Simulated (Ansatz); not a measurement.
C₆H₁₄Cl₂Ge, SMILES `C[CH](C)[Ge]([Cl])([Cl])[CH](C)C`, relaxed with RKS PBE-D4/def2-SVP in Ansatz 0.2.0 from a rough embedded geometry. The force threshold is 0.03 eV/Å; the program also tests the step.

Total charge 0; spin multiplicity 1.

Start:

```xyz
23

C    -1.630   -0.958    1.982
C    -0.689   -0.028    1.225
C    -1.062    1.413    1.379
Ge   -0.764   -0.447   -0.717
Cl   -2.279    0.682   -1.701
Cl   -1.313   -2.581   -0.971
C     0.917   -0.198   -1.630
C     1.381    1.292   -1.423
C     1.961   -1.134   -1.054
H    -1.267   -2.022    1.885
H    -2.662   -0.858    1.640
H    -1.593   -0.698    3.060
H     0.358   -0.193    1.535
H    -0.369    2.058    0.785
H    -0.945    1.718    2.524
H    -2.165    1.592    1.114
H     0.786   -0.394   -2.679
H     0.578    1.994   -1.773
H     2.311    1.437   -2.016
H     1.639    1.490   -0.336
H     2.147   -1.030    0.015
H     1.705   -2.159   -1.258
H     2.955   -0.974   -1.588
```

Task: How much energy does the relaxation release, and in how many steps? (Best estimate.)

Result: Computed: 0.46 eV, in 16 steps.

Task: Which bonds change most? (Estimate.)

Result: The calculation gave: C3–H15 from 1.191 to 1.111 Å; Ge4–Cl5 from 2.131 to 2.199 Å; Ge4–C7 from 1.929 to 1.983 Å; C7–C8 from 1.574 to 1.532 Å.

Task: Give the relaxed structure. (Best estimate.)

Result: The calculation gave: 
```xyz
23

C    -2.098   -0.828    1.899
C    -0.769   -0.303    1.347
C    -0.540    1.183    1.650
Ge   -0.666   -0.623   -0.606
Cl   -2.350    0.464   -1.511
Cl   -1.011   -2.768   -0.932
C     0.976   -0.169   -1.621
C     1.128    1.341   -1.829
C     2.186   -0.823   -0.943
H    -2.236   -1.906    1.681
H    -2.955   -0.280    1.456
H    -2.142   -0.691    3.001
H     0.070   -0.906    1.761
H     0.460    1.533    1.324
H    -0.617    1.372    2.742
H    -1.302    1.816    1.150
H     0.801   -0.659   -2.604
H     0.224    1.785   -2.294
H     1.994    1.555   -2.492
H     1.312    1.874   -0.872
H     2.378   -0.390    0.063
H     2.052   -1.917   -0.824
H     3.106   -0.661   -1.545
```
